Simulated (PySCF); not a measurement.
**S²⁺ (sulfur, charge +2) across methods**

[Ne] 3s2 3p2, high-spin 3P determinant. Calculation: PySCF 2.14, in aug-cc-pV(D+d)Z (5s4p3d, 32 functions); no relativity, point nucleus.

```csv
method,E (hartree),mean ε 3s α (eV),mean ε 3s β (eV),mean ε 3p α (eV),Σ⟨r²⟩ (bohr²),⟨S²⟩
PBE0,-396.7284,-42.491,-39.085,-30.566,15.06,2.004
r2SCAN0,-396.8353,-43.005,-39.129,-30.906,15.08,2.007
BHandHLYP,-396.8863,-44.529,-40.499,-31.929,15.09,2.005
PBE,-396.6934,-40.214,-37.684,-28.951,15.06,2.003
LDA,-395.4712,-40.172,-37.872,-28.854,15.07,2.001
UHF,-396.32475,-48.503,-41.855,-34.691,15.22,2.011
PW91,-396.8490,-40.273,-37.755,-29.013,15.04,2.003
r2SCAN,-396.8337,-40.988,-37.791,-29.447,15.07,2.006
wB97X-V,-396.8076,-45.133,-41.846,-32.951,15.10,2.003
```
